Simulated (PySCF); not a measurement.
SMILES OB(O)[NH][Al]([OH])[OH] (H₅AlBNO₄), singlet (B3LYP/def2-SVP optimised geometry):

```
12

B     -2.032    -0.864    -0.003
O     -2.678     0.335    -0.008
O     -2.839    -1.979    -0.002
N     -0.578    -0.962     0.002
Al     0.522     0.441     0.000
O      2.217     0.441     0.000
O     -0.336     1.919     0.000
H     -2.083     1.105    -0.006
H     -2.355    -2.810     0.000
H     -0.202    -1.906     0.006
H      2.839    -0.290    -0.014
H      0.024     2.810    -0.001
```

Level of theory: PySCF with B3LYP/def2-TZVP.

What are the frontier orbital energies and the dipole moment?

HOMO-2 -8.99 eV, HOMO-1 -8.31 eV, HOMO -7.55 eV, LUMO -0.97 eV, LUMO+1 0.41 eV; dipole moment 4.97 D.

Meta-Löwdin charges at B3LYP/def2-TZVP: B1 0.48, O2 -0.54, O3 -0.54, N4 -0.66, Al5 1.21, O6 -0.78, O7 -0.79, H8 0.35, H9 0.34, H10 0.23, H11 0.35, H12 0.36.
